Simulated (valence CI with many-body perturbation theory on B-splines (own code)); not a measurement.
Nb³⁴⁺: calculated level list

Method: configuration interaction combined with many-body perturbation theory (CI+MBPT): five valence electrons over a frozen Dirac-Fock core [He], radial functions for each j: 9 s, 9 p, 8 d, 6 f, 3 g, 1 h, with the one-electron correlation potential Σ1 (screened to all orders), the two-electron term Σ2, the three-electron term Σ3, Breit, model QED; selected single and double excitations, second order for the rest (own B-spline code, finite nucleus).

The last digits are not significant, and no measured levels were compared; by estimate large intervals hold to a few tenths of a per cent, small ones and those within an open d or f shell to about a per cent. Among the levels kept, up to 2100 cm⁻¹ of a level comes from second order outside the variational space, and about a tenth of that is noise between levels of different J, which matters for small intervals.

Levels 1 to 45 of 88, with energies above the lowest level, (2s^2 2p1/2^2 2p3/2) J=3/2. "Leading %" is the weight of the configuration and term that name the level; weights of strongly mixed levels are sums over their largest components and can fall short. In the jj column 3d3/2^4 stands for four electrons in 3d with j = 3/2. Lifetimes count E1, E2, E3, M1 and M2 decay at the calculated energies, and are blank where another channel may lead or the interval is too uncertain; long ones can be off by a factor of two.

| No. | Configuration | Term | J | E (eV) | Leading % | Leading jj | Second component | Lifetime |
| --- | --- | --- | --- | --- | --- | --- | --- | --- |
| 1 | 2s²2p³ | ²P° | 3/2 | 0.0 | 41 | 2s^2 2p1/2^2 2p3/2 (97 %) | 37 % 2s²2p³ ⁴S° |  |
| 2 | 2s²2p³ | ⁴S° | 3/2 | 88.0 | 49 | 2s^2 2p1/2 2p3/2^2 (97 %) | 48 % 2s²2p³ ²D° | 132 ns |
| 3 | 2s²2p³ | ²D° | 5/2 | 103.4 | 100 | 2s^2 2p1/2 2p3/2^2 (100 %) |  | 723 ns |
| 4 | 2s²2p³ | ²P° | 1/2 | 123.6 | 99 | 2s^2 2p1/2 2p3/2^2 (99 %) |  | 138 ns |
| 5 | 2s²2p³ | ²P° | 3/2 | 211.8 | 56 | 2s^2 2p3/2^3 (98 %) | 29 % 2s²2p³ ²D° | 52.2 ns |
| 6 | 2s2p⁴ | ⁴P | 5/2 | 237.6 | 83 | 2s 2p1/2^2 2p3/2^2 (96 %) | 16 % 2s2p⁴ ²D | 20.9 ps |
| 7 | 2s2p⁴ | ⁴P | 1/2 | 281.8 | 52 | 2s 2p1/2^2 2p3/2^2 (89 %) | 45 % 2s2p⁴ ²S | 6.36 ps |
| 8 | 2s2p⁴ | ⁴P | 3/2 | 282.3 | 45 | 2s 2p1/2^2 2p3/2^2 (83 %) | 30 % 2s2p⁴ ²D | 4.48 ps |
| 9 | 2s2p⁴ | ⁴P | 3/2 | 345.8 | 54 | 2s 2p1/2 2p3/2^3 (88 %) | 34 % 2s2p⁴ ²D | 5.72 ps |
| 10 | 2s2p⁴ | ²D | 5/2 | 367.6 | 83 | 2s 2p1/2 2p3/2^3 (96 %) | 16 % 2s2p⁴ ⁴P | 6.82 ps |
| 11 | 2s2p⁴ | ²P | 1/2 | 390.3 | 52 | 2s 2p1/2 2p3/2^3 (83 %) | 31 % 2s2p⁴ ⁴P | 2.63 ps |
| 12 | 2s2p⁴ | ²P | 3/2 | 402.1 | 63 | 2s 2p1/2 2p3/2^3 (95 %) | 36 % 2s2p⁴ ²D | 2.31 ps |
| 13 | 2s2p⁴ | ²P | 1/2 | 496.1 | 45 | 2s 2p3/2^4 (90 %) | 38 % 2s2p⁴ ²S | 2.53 ps |
| 14 | 2p⁵ | ²P° | 3/2 | 568.4 | 99 | 2p1/2^2 2p3/2^3 (99 %) |  | 2.36 ps |
| 15 | 2p⁵ | ²P° | 1/2 | 670.1 | 99 | 2p1/2 2p3/2^4 (99 %) |  | 1.86 ps |
| 16 | 2s²2p²3s | ⁴P | 1/2 | 2515.7 | 53 | 2s^2 2p1/2^2 3s (98 %) | 24 % 2s²2p²3s ²S | 71.3 fs |
| 17 | 2s²2p²3p | ⁴D° | 1/2 | 2561.1 | 43 | 2s^2 2p1/2^2 3p1/2 (98 %) | 38 % 2s²2p²3p ²P° | 6.81 ps |
| 18 | 2s²2p²3p | ⁴D° | 3/2 | 2596.1 | 27 | 2s^2 2p1/2^2 3p3/2 (96 %) | 24 % 2s²2p²3p ⁴P° | 4.98 ps |
| 19 | 2s²2p²3s | ⁴P | 3/2 | 2605.5 | 89 | 2s^2 2p1/2 2p3/2 3s (99 %) | 9 % 2s²2p²3s ²P | 92.2 fs |
| 20 | 2s²2p²3s | ²P | 1/2 | 2610.8 | 69 | 2s^2 2p1/2 2p3/2 3s (99 %) | 30 % 2s²2p²3s ⁴P | 44.8 fs |
| 21 | 2s²2p²3s | ²D | 5/2 | 2617.8 | 54 | 2s^2 2p1/2 2p3/2 3s (97 %) | 44 % 2s²2p²3s ⁴P | 65.0 fs |
| 22 | 2s²2p²3s | ²D | 3/2 | 2621.9 | 58 | 2s^2 2p1/2 2p3/2 3s (98 %) | 40 % 2s²2p²3s ²P | 47.3 fs |
| 23 | 2s²2p²3d | ⁴F | 3/2 | 2643.7 | 39 | 2s^2 2p1/2^2 3d3/2 (98 %) | 24 % 2s²2p²3d ²D | 50.2 fs |
| 24 | 2s²2p²3p | ⁴P° | 1/2 | 2650.6 | 41 | 2s^2 2p1/2 2p3/2 3p1/2 (98 %) | 30 % 2s²2p²3p ⁴D° | 7.74 ps |
| 25 | 2s²2p²3p | ⁴D° | 3/2 | 2655.2 | 53 | 2s^2 2p1/2 2p3/2 3p1/2 (98 %) | 24 % 2s²2p²3p ²D° | 9.09 ps |
| 26 | 2s²2p²3d | ²D | 5/2 | 2658.0 | 26 | 2s^2 2p1/2^2 3d5/2 (96 %) | 22 % 2s²2p²3d ⁴D | 11.8 fs |
| 27 | 2s²2p²3p | ²F° | 5/2 | 2664.3 | 38 | 2s^2 2p1/2 2p3/2 3p1/2 (97 %) | 32 % 2s²2p²3p ²D° | 7.26 ps |
| 28 | 2s²2p²3p | ²P° | 3/2 | 2680.1 | 33 | 2s^2 2p1/2 2p3/2 3p1/2 (88 %) | 32 % 2s²2p²3p ⁴S° | 1.16 ps |
| 29 | 2s²2p²3p | ⁴D° | 5/2 | 2680.8 | 51 | 2s^2 2p1/2 2p3/2 3p3/2 (97 %) | 34 % 2s²2p²3p ⁴P° | 4.40 ps |
| 30 | 2s²2p²3p | ⁴P° | 1/2 | 2684.1 | 40 | 2s^2 2p1/2 2p3/2 3p3/2 (97 %) | 29 % 2s²2p²3p ²P° | 5.53 ps |
| 31 | 2s²2p²3p | ²D° | 3/2 | 2688.8 | 47 | 2s^2 2p1/2 2p3/2 3p3/2 (92 %) | 34 % 2s²2p²3p ⁴P° | 4.71 ps |
| 32 | 2s²2p²3p | ²F° | 7/2 | 2693.8 | 54 | 2s^2 2p1/2 2p3/2 3p3/2 (97 %) | 45 % 2s²2p²3p ⁴D° | 8.94 ps |
| 33 | 2s²2p²3p | ²P° | 3/2 | 2698.7 | 45 | 2s^2 2p1/2 2p3/2 3p3/2 (92 %) | 20 % 2s²2p²3p ²D° | 895 fs |
| 34 | 2s²2p²3p | ²D° | 5/2 | 2705.9 | 49 | 2s^2 2p1/2 2p3/2 3p3/2 (92 %) | 25 % 2s²2p²3p ²F° | 1.88 ps |
| 35 | 2s²2p²3p | ²P° | 1/2 | 2715.4 | 82 | 2s^2 2p1/2 2p3/2 3p3/2 (95 %) | 8 % 2s²2p²3p ⁴D° | 1.11 ps |
| 36 | 2s²2p²3s | ⁴P | 5/2 | 2717.5 | 53 | 2s^2 2p3/2^2 3s (95 %) | 44 % 2s²2p²3s ²D | 53.3 fs |
| 37 | 2s²2p²3s | ²P | 3/2 | 2722.4 | 49 | 2s^2 2p3/2^2 3s (97 %) | 40 % 2s²2p²3s ²D | 42.8 fs |
| 38 | 2s2p³3s | ⁶S° | 5/2 | 2729.6 | 57 | 2s 2p1/2^2 2p3/2 3s (80 %) | 29 % 2s2p³3s ⁴P° | 254 fs |
| 39 | 2s²2p²3d | ⁴F | 3/2 | 2734.4 | 42 | 2s^2 2p1/2 2p3/2 3d3/2 (96 %) | 32 % 2s²2p²3d ²P | 28.4 fs |
| 40 | 2s²2p²3d | ⁴F | 5/2 | 2736.0 | 55 | 2s^2 2p1/2 2p3/2 3d3/2 (95 %) | 37 % 2s²2p²3d ²F | 61.0 fs |
| 41 | 2s²2p²3d | ⁴D | 1/2 | 2736.7 | 80 | 2s^2 2p1/2 2p3/2 3d3/2 (99 %) | 14 % 2s²2p²3d ²P | 55.8 fs |
| 42 | 2s²2p²3d | ⁴F | 7/2 | 2740.8 | 60 | 2s^2 2p1/2 2p3/2 3d5/2 (92 %) | 31 % 2s²2p²3d ⁴D | 254 fs |
| 43 | 2s²2p²3d | ²F | 7/2 | 2745.7 | 41 | 2s^2 2p1/2 2p3/2 3d3/2 (79 %) | 28 % 2s²2p²3d ²G | 14.3 ps |
| 44 | 2s2p³3s | ⁴S° | 3/2 | 2746.6 | 49 | 2s 2p1/2^2 2p3/2 3s (84 %) | 23 % 2s2p³3s ²P° | 54.1 fs |
| 45 | 2s²2p²3s | ²S | 1/2 | 2747.4 | 71 | 2s^2 2p3/2^2 3s (93 %) | 15 % 2s²2p²3s ⁴P | 42.3 fs |

The ionisation energy to 2s²2p² ³P0 of the next ion comes out as 4542.5 eV (NIST: 4540 ± 30 eV (semi-empirical)). All 88 levels together are meant to be complete up to 2858.0 eV.
